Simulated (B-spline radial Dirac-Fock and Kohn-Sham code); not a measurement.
## What relativity does to the binding energies of Dy⁶²⁺

System: the Dy⁶²⁺ ion, configuration [He] 2s2.

Both columns are ΔSCF binding energies of the configuration average from a radial atomic solver: non-relativistic Hartree-Fock with a point nucleus, and Dirac-Fock with a finite nucleus and the Coulomb interaction alone, averaged over the two j levels with weights 2j+1.

| shell | Hartree-Fock (eV) | Dirac-Fock (eV) | shift (eV) | shift (%) |
| --- | --- | --- | --- | --- |
| 1s | 57445.4 | 61143.9 | +3698.50 | +6.44 |
| 2s | 13844.4 | 14961.4 | +1117.07 | +8.07 |

Relativity binds 1s, 2s more strongly, among those listed most of all 2s in relative terms.

Values without a named source are computed, but for edge energies of neutral atoms, which are taken from tables.
